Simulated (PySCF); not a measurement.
C4H8OSi, SMILES C#C[SiH2]CCO.

Geometry optimised at r2SCAN-D4/def2-SVP. The structure was generated by enumeration, and PubChem lists no compound with its InChIKey, so it may never have been made. One conformer was computed; it need not be the lowest.

Two levels are set side by side: TDA-PBE/def2-SVPD (PySCF) and TDA-CAM-B3LYP/def2-SVPD (PySCF). Vertical, same geometry. The lowest singlet is HOMO→LUMO 94 % with PBE and HOMO−1→LUMO 30 %, HOMO−1→LUMO+2 22 %, HOMO→LUMO+1 18 %, HOMO−2→LUMO+1 7 % with the other functional; states are paired by order. Differences are taken from unrounded values.

```
quantity                              TDA-CAM-B3LYP  TDA-PBE  TDA-PBE minus TDA-CAM-B3LYP
------------------------------------  -------------  -------  ---------------------------
lowest singlet excitation (eV)                 5.97     5.50                        -0.46
lowest triplet excitation (TDA) (eV)           4.86     4.86                         0.00
```

Functionals without exact exchange tend to place singlet excitations lower, as here. Differences between two approximate levels are no errors against the true value.

Rough cost on one machine, each run with all the roots and properties that it gave: TDA-CAM-B3LYP against TDA-PBE about 5 times.
